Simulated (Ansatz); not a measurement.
Geometry optimisation, Ansatz, RKS PBE0/def2-SVP.

The input (input.yaml):

```yaml
crystal:
  periodic: [false, false, false]
  atoms:
    - { symbol: B, position_ang: [-0.00721, 0.271911, -0.049787] }
    - { symbol: F, position_ang: [-0.005306, 0.388336, 1.273135] }
    - { symbol: H, position_ang: [1.059022, 0.268822, -0.617939] }
    - { symbol: H, position_ang: [-1.076797, 0.216047, -0.608816] }
    - { symbol: Br, position_ang: [0.109564, -2.794839, 0.990071] }
    - { symbol: H, position_ang: [0.065427, -1.633477, 1.935636] }
basis:
  gaussian: { orbitals: def2-SVP }
hamiltonian:
  xc: pbe0
relax:
  f_tol: 0.03
  max_steps: 50
output:
  orbitals: {}
```

Command:

```bash
$ ansatz run input.yaml --threads 1 --pin off --max-ram 2048MiB --backend cpu --events-out ev --progress --plain --runs-dir out
```

Task: Where does it end, and by what steps?

Result: The run converged. After 12 steps the energy has fallen by 0.096 eV; H6 moved furthest, 0.41 Å.

```tsv
step	energy less start (eV)	largest force component (eV/Å)	accepted
0	0.0000	1.336	yes
1	-0.0351	1.118	yes
2	-0.0561	1.334	yes
3	-0.0822	0.558	yes
4	-0.0861	0.336	yes
5	-0.0889	0.267	yes
6	-0.0908	0.167	yes
7	-0.0922	0.168	yes
8	-0.0927	0.284	yes
9	-0.0957	0.063	yes
10	-0.0958	0.059	yes
11	-0.0942	0.191	no
12	-0.0962	0.008	yes
```

```xyz
6
Properties=species:S:1:pos:R:3
B -0.008 0.301 -0.066
F -0.016 0.714 1.193
H 1.063 0.202 -0.617
H -1.074 0.133 -0.609
Br 0.094 -2.646 0.879
H 0.085 -1.987 2.141
```

Whether the end is a true minimum wasn't checked by a vibrational analysis.

Run time: 35 s on 1 thread of Arm Neoverse V1, on a shared host, peak memory 0.14 GiB.
